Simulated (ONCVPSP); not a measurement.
# phosphorus: one change to an ONCV potential, before and after

| Property | Result |
| --- | --- |
| Element | P (Z = 15) |
| Generator | ONCVPSP 4.0.1 |
| Type | optimised norm-conserving Vanderbilt (ONCV) |
| Functional | PBE |
| Relativity | scalar-relativistic |
| Frozen core | [He] |
| Valence charge | 13 |
| Reference configuration | 2s2 2p6 3s2 3p3 |
| Partial waves | 2s+3s: rc 0.95 bohr, ncon 5, nbas 8, qcut 9.8 1/bohr, 2 projectors; 2p+3p: rc 0.85 bohr, ncon 4, nbas 7, qcut 12.7 1/bohr, 2 projectors; d scattering state at 0.22 Ha: rc 0.90 bohr, ncon 3, nbas 7, qcut 9.3 1/bohr, 2 projectors, debl 2.6 Ha |
| Local potential | polynomial inside 0.80 bohr (lpopt 5, dvloc0 3 Ha) |
| Core correction | Teter function, fcfact 3, rcfact 1.3 |

Change: functional LDA (Perdew-Zunger).

Cutoffs: the cutoffs (Ha) at which the residual kinetic energy of the hardest occupied pseudo-wave falls to 1 and 0.1 mHa per electron; they do not see the model core or the augmentation charge, which bear on the density cutoff. Errors are all-electron minus pseudo energies relative to the spin-unpolarised reference configuration.

**Question.** What does the change do?

**Answer.** The potential gets neither clearly harder nor softer (166 Ha and 214 Ha → 167 Ha and 214 Ha); the errors of the 4 common tests hardly move; neither file shows a bound ghost.

| quantity | base | changed |
| --- | --- | --- |
| cutoff, loose | 166 Ha | 167 Ha |
| cutoff, tight | 214 Ha | 214 Ha |
| loose cutoff by channel | s 36 Ha, p 166 Ha | s 36 Ha, p 167 Ha |
| bound ghosts | none | none |
| GHOST(+) flags under 300 eV | none | none |
| error for 2s2 2p6 3s2 3p2, meV [ΔE 9.73 → 9.82 eV] | +0.6 | +0.6 |
| error for 2s2 2p6 3s2 3p1, meV [ΔE 28.88 → 29.07 eV] | +3.4 | +3.4 |
| error for 2s2 2p6 3s2 3p0, meV [ΔE 58.62 → 58.96 eV] | +12 | +12 |
| error for 2s2 2p6 3s2 3p2.5, meV [ΔE 3.77 → 3.82 eV] | +0.2 | +0.2 |
| s: phases at 0.96 bohr within 0.05 rad from the reference energy up to (Ha; the scan ends near 5) | to the end of the scan | to the end of the scan |
| p: phases at 0.86 bohr within 0.05 rad from the reference energy up to (Ha; the scan ends near 5) | to the end of the scan | to the end of the scan |
| d: phases at 0.91 bohr within 0.05 rad from the reference energy up to (Ha; the scan ends near 5) | to the end of the scan | to the end of the scan |
| rms error of d²Exc/dni dnj with the model core, mHa | 1.54 | 1.28 |
